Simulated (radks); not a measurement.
Values are calculated unless marked as measured or tabulated.
Q: The thallium ion Tl3+, 78 electrons, occupied as [Xe] 4f14 5d10. Code: a radial shooting solver on a logarithmic mesh with Libxc functionals. Model: scalar-relativistic Kohn-Sham, SCAN, spin-unpolarised, spherical densities, finite nucleus; meta-GGA in the generalised Kohn-Sham scheme; Fermi nuclear charge, rms radius 5.4759 fm. Some entries of the table are withheld. Estimate them.

| orbital | occ. | eigenvalue (hartree) | <1/r> (bohr^-1) |
|---|---|---|---|
| 1s | 2 | -3149.893 | 99.39 |
| 2s | 2 | (1) | 23.36 |
| 2p | 6 | (2) | 20.60 |
| 3s | 2 | -135.6455 | 8.663 |
| 3p | 6 | -112.8896 | 7.855 |
| 3d | 10 | -89.23398 | 7.370 |
| 4s | 2 | (3) | 3.717 |
| 4p | 6 | -23.86156 | 3.351 |
| 4d | 10 | -15.03660 | (4) |
| 5s | 2 | -5.98524 | 1.541 |
| 4f | 14 | -5.31084 | 2.605 |
| 5p | 6 | -3.94781 | 1.319 |
| 5d | 10 | -1.64131 | 0.9783 |

A: 
(1) 2s eigenvalue (hartree): -562.8178
(2) 2p eigenvalue (hartree): -484.1939
(3) 4s eigenvalue (hartree): -31.35427
(4) 4d <1/r> (bohr^-1): 3.009
